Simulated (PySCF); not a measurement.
# How methods differ on the excitation energy of Zn⁺

Zn⁺ [Ar] 3d10 4s1 (2S) → Zn⁺ [Ar] 3d9 4s1 4p1 (high-spin determinant), as a difference of total energies. Computed with PySCF 2.14 in aug-cc-pVQZ-DK (9s8p6d4f3g2h, 140 functions), with the spin-free X2C one-electron Hamiltonian (Gaussian nucleus). Correlated levels: valence: [Ar] frozen. The calculations carry no spin-orbit coupling.

```
           method  excitation energy (cm⁻¹)
              UHF                     85578
              LDA                    112690
              PBE                    108200
             PBE0                    104150
           r2SCAN                    103290
           B2PLYP                    106270
             MN15                    111470
        BHandHLYP                    101150
    MP2 (valence)                    109440
SCS-MP2 (valence)                    107630
```

A first-order spin-orbit estimate (lowest level to lowest level, LS coupling) adds -0.101 eV.

The determinant of the upper state mixes LS terms, which raises its energy above the lowest term, most at the Hartree-Fock and MP2 levels.
